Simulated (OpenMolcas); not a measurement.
4f² along the 56-electron sequence

```json
{
  "Program": "OpenMolcas 26.06",
  "Method": "SS-CASPT2, IPEA 0.25 Eh, imaginary shift 0.1 Eh",
  "Basis": "ANO-R2",
  "Scalar Hamiltonian": "X2C, finite nucleus",
  "Spin-orbit coupling": "RASSI with atomic mean-field integrals over the reference wave functions, term energies averaged over their components"
}
```

Active space for each ion: 2 electrons in 14 orbitals (4f 5f); closed shells correlated by CASPT2: 5s 5p.

Computed levels in cm-1 above ³H₄:

```json
{"Level": "³H₅", "Ce2+": "1667", "Pr3+": "2310", "Nd4+": "2990"}
{"Level": "³H₆", "Ce2+": "3440", "Pr3+": "4740", "Nd4+": "6100"}
{"Level": "³F₂", "Ce2+": "4380", "Pr3+": "5360", "Nd4+": "6550"}
{"Level": "³F₃", "Ce2+": "5430", "Pr3+": "6850", "Nd4+": "8500"}
{"Level": "³F₄", "Ce2+": "5880", "Pr3+": "7360", "Nd4+": "8960"}
{"Level": "¹G₄", "Ce2+": "8300", "Pr3+": "10590", "Nd4+": "12990"}
{"Level": "¹D₂", "Ce2+": "16680", "Pr3+": "20210", "Nd4+": "24470"}
{"Level": "weight of ³H in the lowest level (%)", "Ce2+": "98", "Pr3+": "97", "Nd4+": "97"}
```

Mixed levels, with the weight of the term that names them: Ce2+ ³F₄ (69 %), Ce2+ ¹G₄ (68 %), Pr3+ ³F₄ (65 %), Pr3+ ¹G₄ (63 %), Nd4+ ³F₄ (59 %), Nd4+ ¹G₄ (58 %).

Measured, with the error of the calculation in %. Measured levels: Ce2+, Pr3+ from Martin, Zalubas and Hagan, Atomic Energy Levels: The Rare-Earth Elements, NSRDS-NBS 60 (1978); Nd4+ from the list in Carvajal Gallego et al., Mon. Not. R. Astron. Soc. 518, 332 (2023).

```csv
Level,Ce2+,Pr3+,Nd4+
³H₅,1528 (+9.1),2152 (+7.4),2834 (+5.6)
³H₆,3127 (+10.0),4389 (+8.0),5743 (+6.2)
³F₂,3763 (+16.3),4997 (+7.3),5894 (+11.2)
³F₃,4765 (+14.1),6415 (+6.8),7785 (+9.2)
³F₄,5006 (+17.4),6855 (+7.3),8311 (+7.8)
¹G₄,7120 (+16.6),9921 (+6.7),12270 (+5.8)
¹D₂,12835 (+29.9),17334 (+16.6),20551 (+19.1)
```

The fine-structure level ³H₆ changes by a factor of 1.77 from Ce2+ to Nd4+. Its fourth root runs 7.66, 8.30, 8.84, with steps per unit of Z of 0.64, 0.54; equal steps would mean a (Z - σ)^4 law with constant σ.

³F₂ changes by a factor of 1.5 over the same range, with steps per unit of Z of +980, +1190 cm-1.

CASPT2 breaks the degeneracy within a term, and the mean is taken; among the terms shown or strongly mixed into the levels shown the widest spread is 430 cm-1 (4f² ¹G, Ce2+). Active for correlation alone: 5f; no level in the range computed is led by a configuration that fills it, so any true level of that kind is missing. Some terms miss by over 15 % even with CASPT2, which points to a basis or an active space too small for the shells correlated. Measured partners are found by configuration, term and J. A level has none where our copy of the source lacks it or the pairing is in doubt (some pairs that miss far off the trend of their configuration count as doubtful), and it then counts in no deviation. Levels of configurations outside the active space are missing.
